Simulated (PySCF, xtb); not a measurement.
CdS, SMILES [S]=[Cd].

Harmonic wavenumbers (cm⁻¹) from GFN2-xTB (xtb) at its own minimum, in rising order: 390.

Q: What does r2SCAN-D4/def2-TZVPD run with PySCF 2.14.0 give at its own minimum? (An estimate is asked for; the answer gives what the named calculation found.)

A: 394. Paired by order, the mean absolute difference is 5 cm⁻¹ and the zero-point energies are 0.6 and 0.6 kcal/mol.
